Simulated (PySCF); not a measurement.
Compound: m-anisidine, C7H9NO.
Bonds: C1–O2, O2–C3, C3–C4 (aromatic), C4–C5 (aromatic), C5–C6 (aromatic), C6–C7 (aromatic), C7–N8, C7–C9 (aromatic), C3–C9 (aromatic). Hydrogens: H10, H11, H12 on C1; H13 on C4; H14 on C5; H15 on C6; H16, H17 on N8; H18 on C9.

Computed with PySCF at wB97X-D/def2-SVPD, non-relativistic, on one gas-phase PBE0-D3(BJ)/def2-SVP geometry that isn't relaxed in the solvent. The solvent is an IEF-PCM continuum (van der Waals radii × 1.2). Only the electrostatic response of the medium enters.

Gas phase at wB97X-D/def2-SVPD: HOMO -7.60 eV, LUMO 1.77 eV, dipole 0.93 D.

Task: What does the continuum do to the energy, the frontier levels and the dipole at wB97X-D/def2-SVPD in chloroform and dimethylsulfoxide?

Result: 
```json
{"solvent": "chloroform", "ε": "4.711", "E(solvent) − E(gas) (kcal/mol)": "-5.38", "polarisation term (kcal/mol)": "-5.98", "distortion of the solute (kcal/mol)": "0.60", "HOMO (eV)": "-7.67", "LUMO (eV)": "1.67", "dipole (D)": "1.16"}
{"solvent": "dimethylsulfoxide", "ε": "46.83", "E(solvent) − E(gas) (kcal/mol)": "-7.77", "polarisation term (kcal/mol)": "-9.08", "distortion of the solute (kcal/mol)": "1.31", "HOMO (eV)": "-7.71", "LUMO (eV)": "1.61", "dipole (D)": "1.30"}
```

The polarisation term is half the interaction of the solute with the surface charges that it induces; the rest is the cost of distorting the solute's density. The sum is the electrostatic part of solvation alone. From chloroform to dimethylsulfoxide the lowering changes by a factor 1.45, Onsager's factor (ε − 1)/(2ε + 1) by 1.36 and ε itself by 9.9.

Task: How does the static polarisability (wB97X-D/def2-SVPD, frozen core, with the continuum's full static response) change?

Result: 
```
           medium  isotropic (au)  principal values (au)  ⟨r²⟩ of the electrons (bohr²)
              gas            97.5     60.6, 100.9, 131.1                         1317.8
       chloroform           123.8     76.5, 130.7, 164.4                         1315.5
dimethylsulfoxide           137.1     87.4, 145.4, 178.6                         1314.5
```

The isotropic value in dimethylsulfoxide is 1.41 times the gas-phase one; no cavity-field correction is applied. ⟨r²⟩ is taken about the centre of nuclear charge.

Conformer computed: `[CH3:1][O:2][c:3]1[cH:4][cH:5][cH:6][c:7]([NH2:8])[cH:9]1`: C1–O2–C3–C4 -1°, H–N8–C7–C6 23°, H–N8–C7–C6 161°.

Note: wB97X-D ran without an empirical dispersion term, which enters the total energy and its gradient alone.
